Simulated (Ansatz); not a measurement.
Task: Name a neutral molecule of Cl, O, W and H with HOMO energy (B3LYP/def2-TZVPP) between -8.85 and -8.55 eV and LUMO energy (B3LYP/def2-TZVPP) between -3.75 and -3.45 eV (Ansatz, PBE0-D4/def2-TZVP geometry).

Result: `[O]=[W]([OH])([OH])([Cl])[Cl]` (-8.61 eV, -3.59 eV). Other molecules can fit too; these were computed, each in one conformer that needn't be the lowest.

B3LYP here is the variant with VWN-RPA as its local correlation; programs differ in this.
